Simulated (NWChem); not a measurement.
C₂H₄Br₂; SMILES CC(Br)Br

Results from NWChem. Pople sets run with spherical d functions. This build's default masses of Se (78.918 u) and Br (79.917 u) are each other's, which moves their modes by up to 0.6 %. B3LYP is NWChem's, with the RPA form of VWN correlation. Each level has its own optimisation; frequencies are unscaled. Brackets give each atom's bonded neighbours.

| level | r C–C (Å) | r C–H [C(CHHH)–H(C)] (Å) | r Br–C (Å) | r C–H [C(BrBrCH)–H(C)] (Å) | highest harmonic frequency (cm⁻¹) | lowest (cm⁻¹) | zero-point energy (kcal/mol) | dipole (D) |
|---|---|---|---|---|---|---|---|---|
| Hartree-Fock/STO-3G | 1.547 | 1.086 | 1.927 | 1.092 | 3761 | 203 | 42.1 | 1.82 |
| Hartree-Fock/3-21G | 1.517 | 1.082 | 1.984 | 1.072 | 3381 | 177 | 38.0 | 2.23 |
| Hartree-Fock/6-31G* | 1.516 | 1.083 | 1.947 | 1.073 | 3382 | 184 | 38.0 | 2.26 |
| B3LYP/6-31G* | 1.515 | 1.094 | 1.975 | 1.086 | 3191 | 165 | 35.5 | 2.16 |
| LDA (Slater exchange, VWN5)/def2-SVP | 1.494 | 1.111 | 1.935 | 1.107 | 3087 | 167 | 34.0 | 1.80 |
| PBE/def2-SVP | 1.513 | 1.108 | 1.966 | 1.104 | 3096 | 163 | 34.1 | 1.83 |
| BLYP/def2-SVP | 1.521 | 1.108 | 1.993 | 1.101 | 3083 | 158 | 33.9 | 1.82 |
| PBE0/def2-SVP | 1.506 | 1.100 | 1.943 | 1.095 | 3188 | 173 | 35.4 | 1.90 |
